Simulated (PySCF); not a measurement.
C5H9OS2 (doublet state).
Atom-mapped SMILES: `[CH3:1][S@@:2](=[O:3])[C@@H:4]1[CH2:5][CH2:6][CH:7][S:8]1` (hydrogens: H9, H10, H11 on C1; H12 on C4; H13, H14 on C5; H15, H16 on C6; H17 on C7)

Structure used (GFN2-xTB), in Å, numbered top down from 1:
```xyz
17
C5H9OS2 angstrom
C      2.660    0.573    0.415
S      1.214    0.164   -0.647
O      1.566   -1.060   -1.366
C      0.137   -0.418    0.787
C     -1.102   -1.082    0.221
C     -2.023    0.054   -0.226
C     -1.908    1.100    0.821
S     -0.428    1.052    1.685
H      2.342    1.284    1.170
H      3.040   -0.339    0.863
H      3.421    1.015   -0.220
H      0.735   -1.061    1.429
H     -0.820   -1.738   -0.604
H     -1.590   -1.677    0.996
H     -1.700    0.429   -1.209
H     -3.058   -0.280   -0.332
H     -2.494    1.995    0.859
```

The hyperfine couplings belong to this conformer and change with its torsions.

Theory: UKS B3LYP, pcH-1 on C H O S, non-relativistic, mean-field spin-orbit, GIAO (PySCF 2.14.0). One conformer (not necessarily the lowest) at the GFN2-xTB geometry, without solvent, vibrations or thermal averaging. Couplings are sensitive to structure, and on GFN2-xTB geometries they can be far from those on DFT ones. The SCF solution wasn't tested for stability.

Principal values of hyperfine tensors in MHz (contact, dipolar and spin–orbit terms together), for some of the nuclei:

| atom | isotope | A1 | A2 | A3 |
| --- | --- | --- | --- | --- |
| C7 | 13C | 39.91 | 40.23 | 256.56 |
| H17 | 1H | -81.66 | -48.59 | -12.42 |
| H16 | 1H | 42.25 | 42.27 | 55.43 |
| C6 | 13C | -28.03 | -26.67 | -23.80 |
| S2 | 33S | 8.49 | 8.67 | 11.28 |
| S8 | 33S | -16.07 | -10.56 | 47.41 |
| C4 | 13C | -4.66 | -3.99 | -2.38 |
| H13 | 1H | -4.89 | -4.70 | 0.12 |

Question: Give the isotropic coupling of each nucleus in MHz and in mT (g = 2.0046), and the anisotropic part.

Answer: a_iso is a third of the trace, T = A − a_iso, and a(mT) = a(MHz)/(g × 13.996). The tensors hold a spin–orbit part: the run splits a_iso into a_FC + a_SO, and T includes its anisotropic share.

| atom | a_iso (MHz) | a_FC | a_SO | a_iso (mT) | T1 | T2 | T3 |
| --- | --- | --- | --- | --- | --- | --- | --- |
| C7 | 112.23 | 111.93 | 0.30 | 4.000 | -72.32 | -72.01 | 144.32 |
| H17 | -47.56 | -47.65 | 0.10 | -1.695 | -34.10 | -1.04 | 35.14 |
| H16 | 46.65 | 46.65 | 0.00 | 1.663 | -4.40 | -4.38 | 8.78 |
| C6 | -26.17 | -26.18 | 0.01 | -0.933 | -1.86 | -0.51 | 2.37 |
| S2 | 9.48 | 9.50 | -0.02 | 0.338 | -0.99 | -0.81 | 1.80 |
| S8 | 6.93 | 7.34 | -0.41 | 0.247 | -23.00 | -17.49 | 40.48 |
| C4 | -3.68 | -3.68 | 0.01 | -0.131 | -0.98 | -0.32 | 1.30 |
| H13 | -3.16 | -3.17 | 0.01 | -0.113 | -1.73 | -1.55 | 3.28 |

Question: What spin density at the nucleus of S8 lies behind its contact coupling (g_N = 0.42921)?

Answer: a_FC = 800.24 MHz bohr³ × g_N × ρ(0)/(2S). With a_FC = 7.34 MHz and 2S = 1, ρ(0) = 0.02136 bohr⁻³.

Question: H15 (1H, g_N = 5.58569) isn't in the table. Its spin density at the nucleus is 0.02709 bohr⁻³. What is its contact coupling?

Answer: By the same relation, a_FC = 121.1 MHz. Its full tensor has the principal values 116.60, 118.34, 128.42 MHz.

Question: Which nucleus of the table has the largest anisotropic coupling, and what is its form?

Answer: C7: -72.3, -72.0, 144.3 MHz (the dipolar term alone has -72.8, -71.8, 144.6), axial, in the ratio −1:−1:+2, the form that spin in one p orbital centred on that nucleus gives.

Question: In a single crystal, with the field along each principal axis of the tensor of C7 in turn, what first-order splitting does this nucleus give (isotropic g, quadrupole terms neglected)?

Answer: 2 lines (I = 1/2), spaced by |A_i|/(g × 13.996): 1.42, 1.43, 9.14 mT along the axes of A1, A2 and A3.
